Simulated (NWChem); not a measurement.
Molecule: CuF; SMILES [F][Cu]

Program: NWChem. All runs use the structure optimised with PBE0/def2-SVP.

Diagonal of the polarisability tensor at PBE0/def2-SVPD, static: 19.90, 19.90, 22.01 bohr³.

Q: Find the mean polarisability volume, the molar refraction, and the refractive index that an ideal gas of it would have at 273.15 K and 1 atm.

A: 
1. Mean: one third of the trace = 20.61 bohr³ × 0.14818 Å³/bohr³ = 3.05 Å³.
2. Molar refraction (Lorentz-Lorenz): (4π/3) N_A α = 7.7 cm³/mol.
3. Number density p/kT = 2.687 × 10⁻⁵ Å⁻³; n − 1 = 2π N α = 5.15 × 10⁻⁴.
4. These hold the electronic response alone: vibrational and orientational terms add to the static dielectric constant.
